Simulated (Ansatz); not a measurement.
Basis-set extrapolation for C₅H₁₂Cl₂Si₂ (`C[SiH](C)/C=C/[Si](C)(Cl)Cl`) (PBE0-D4/def2-TZVP geometry, frozen core, Ansatz). Multiplicity 1, RHF reference.

```
                       def2-TZVPP    def2-QZVPP
                 HF  -1693.459778  -1693.512058
    MP2 correlation     -1.468652     -1.580551
CCSD(T) correlation     -1.638369       not run
```

Energies in hartree. Use E(X) = E(∞) + A·exp(−7.88·√X) for Hartree–Fock and E(X) = E(∞) + B·X^(−2.97) for correlation, with X = 3 and 4, and add CCSD(T) minus MP2 of the smaller set to the MP2 limit.

Task: What is the CCSD(T) energy at the basis-set limit?

Result: HF limit: -1693.512058 + (-0.052280) × 0.13774 = -1693.51926. MP2 limit: -1.580551 + (-0.111899) × 0.74074 = -1.66344. Higher-order term: -1.638369 − (-1.468652) = -0.16972. Total: -1695.35242 hartree, 667.6 kJ/mol below CCSD(T)/def2-TZVPP.
